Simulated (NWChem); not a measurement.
# Atomisation of SZn

```
Zn
S 1 2.0743
```
Charge 0, spin multiplicity 1.

Everything below was run with NWChem. Structure: optimised with B3LYP/def2-SVP, a minimum by its harmonic frequencies.

Basis set: def2-TZVP. The atomisation energy is electronic alone: no zero-point, thermal, spin-orbit or counterpoise terms. No value is extrapolated to the basis-set limit. Free atoms are single determinants with multiplicities Zn 1, S 3. Correlated methods freeze the same cores in atoms and molecule, 14 orbitals in all.

Costs are rough ratios of processor time within this set of runs, SCF included, with HF as 1. Costs are the molecule's.

B3LYP has NWChem's definition, with VWN1-RPA local correlation. GW and range-separated runs recompute their integrals, the others keep them in memory, which bears on the times. The structure started from a generated list of species. The stability of the SCF solutions was not checked. Open-shell Hartree-Fock references start from PBE0 orbitals; any time given for them includes that run. Coupled-cluster values serve here as a point of comparison, not as the truth.

```tsv
method	atomisation energy (kcal/mol)	relative cost
BLYP	30.4	under 3
HF	-5.4	1
B3LYP	28.3	under 3
PBE	___	under 3
BHandHLYP	22.0	under 3
LDA (SVWN5)	___	under 3
CCSD(T)	29.9	10
PBE0	33.2	under 3
MP2	___	under 3
CAM-B3LYP	26.5	10
```

Problem. What belongs in the gaps?

Solution. 
- PBE, atomisation energy (kcal/mol): 38.0
- LDA (SVWN5), atomisation energy (kcal/mol): 52.3
- MP2, atomisation energy (kcal/mol): 37.1
